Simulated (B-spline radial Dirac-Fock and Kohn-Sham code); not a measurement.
## The free germanium atom: differential elastic cross section for electrons at 78.5 eV

Model: relativistic (Dirac) partial waves in the static field of the Dirac-Fock atom with Furness-McCarthy exchange, without polarisation or absorption potentials. Program: a radial B-spline solver. Below a few hundred eV the neglected polarisation potential matters, most of all at small angles.

```tsv
θ (°)	dσ/dΩ (a₀²/sr)	Sherman function
0	48.2	0.000
10	31.8	0.000
20	9.43	-0.001
30	1.06	-0.017
40	0.575	-0.022
50	1.38	0.000
60	1.40	0.006
70	0.791	0.012
80	0.234	0.007
90	0.110	-0.079
100	0.337	-0.049
110	0.583	-0.033
120	0.593	-0.027
130	0.366	-0.027
140	0.109	-0.030
150	0.0375	0.032
160	0.196	0.015
170	0.436	0.005
180	0.548	0.000
```

The total elastic cross section is 17.2 a₀², the first transport cross section 5.50 a₀² and the second, weighted with (3/2) sin²θ, 7.80 a₀². The mean deflection is ⟨1 − cos θ⟩ = 0.321, and 13 % of the collisions scatter beyond 90°.

On this grid of angles the cross section has minima near 40°, 90°, 150°, from interference among the few low partial waves with large phase shifts.

Values without a named source are computed, but for edge energies of neutral atoms, which are taken from tables.
